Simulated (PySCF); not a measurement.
Isomers of C6H10Cl2, one GFN2-xTB conformer each. Single-point energies are computed at PBE0/pcSseg-1 (PySCF, gas phase, no added dispersion term), electronic only.

**Question.** Rank them by PBE0/pcSseg-1 energy, lowest first (kJ/mol).
A. `[CH3:1]/[CH:2]=[C:3](\[CH3:4])[C@H:5]([Cl:6])[CH2:7][Cl:8]` with C2–C3–C5–Cl6 -115°, C3–C5–C7–Cl8 -61°
B. `[CH3:1]/[CH:2]=[C:3](/[CH3:4])[CH2:5][CH:6]([Cl:7])[Cl:8]` with C2–C3–C5–C6 75°, C3–C5–C6–Cl7 -174°

**Answer.** A (0.0), B (15.1).

GFN2-xTB itself gives, in the same order: 0.0, 4.3. Both levels put the same isomer lowest.

**Question.** Which frontier levels, dipoles and rotational constants go with these structures?

**Answer.** 
```
               SMILES  HOMO (eV, PBE0/pcSseg-1)  LUMO (eV)  dipole (D)       A, B, C (MHz)
C/C=C(\C)[C@H](Cl)CCl                     -7.23      -0.22        1.10   1269, 1173, 719.9
    C/C=C(/C)CC(Cl)Cl                     -7.14      -0.13        2.40  1784, 920.9, 728.5
```
